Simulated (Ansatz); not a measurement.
DyCl₃, 4 atoms. Hardware: 4 threads of Intel Xeon 6975P-C on a shared host.

In the def2 sets Dy takes a core potential; there is no spin–orbit coupling. Correlated methods freeze 19 core orbitals; core or outer-core shells of Dy are correlated, in sets that lack core-valence functions. With an open 4f shell the SCF may have ended on a state above the lowest.

Question: How many basis functions does each of these Ansatz runs have, and roughly what does it cost? MP2/def2-TZVP, charge 0 sextet, energy, from earlier orbitals; B2PLYP/def2-TZVP, charge 0 sextet, energy, from earlier orbitals; PBE0-D4/def2-TZVP, charge 0 sextet, energy, from earlier orbitals; LC-ωPBE/def2-TZVP, charge 0 sextet, energy, from earlier orbitals; CCSD(T)/def2-SVP, charge 0 sextet, energy, from earlier orbitals; PBE-QIDH/def2-TZVP, charge 0 sextet, energy, from earlier orbitals; RPA@PBE/def2-TZVP, charge 0 sextet, energy, from earlier orbitals; PBE0-D4/def2-SVP, charge 0 sextet, energy with a search over starts; r2SCAN-D4/def2-TZVP, charge 0 sextet, energy, from earlier orbitals; PBE0-D4/def2-SVP, charge 0 sextet, relaxation, 6 steps; B3LYP-D4/def2-TZVP, charge 0 sextet, energy and forces, from earlier orbitals; BHLYP-D4/def2-TZVP, charge 0 sextet, energy, from earlier orbitals.

Answer: Other jobs shared the machine, so times can vary by a factor of up to 3.

```
                                                                          run  functions  fitting or Cholesky vectors  wall time  peak host memory (GiB)
            LC-ωPBE/def2-TZVP, charge 0 sextet, energy, from earlier orbitals        203                         1604       22 s                    0.94
            PBE0-D4/def2-TZVP, charge 0 sextet, energy, from earlier orbitals        203                         1781       26 s                     1.4
            RPA@PBE/def2-TZVP, charge 0 sextet, energy, from earlier orbitals        203                         1424       28 s                    0.65
                MP2/def2-TZVP, charge 0 sextet, energy, from earlier orbitals        203                         1424       29 s                       1
           BHLYP-D4/def2-TZVP, charge 0 sextet, energy, from earlier orbitals        203                         1424       31 s                     1.1
          PBE0-D4/def2-SVP, charge 0 sextet, energy with a search over starts        131                         1258       48 s                     0.9
B3LYP-D4/def2-TZVP, charge 0 sextet, energy and forces, from earlier orbitals        203                         1751       63 s                     1.6
             B2PLYP/def2-TZVP, charge 0 sextet, energy, from earlier orbitals        203                         1424       75 s                     1.2
          r2SCAN-D4/def2-TZVP, charge 0 sextet, energy, from earlier orbitals        203                         1604       79 s                    0.86
                       PBE0-D4/def2-SVP, charge 0 sextet, relaxation, 6 steps        131                         1376       80 s                     0.9
           PBE-QIDH/def2-TZVP, charge 0 sextet, energy, from earlier orbitals        203                         1424       88 s                     1.2
             CCSD(T)/def2-SVP, charge 0 sextet, energy, from earlier orbitals        131                         1258       96 s                     2.3
```
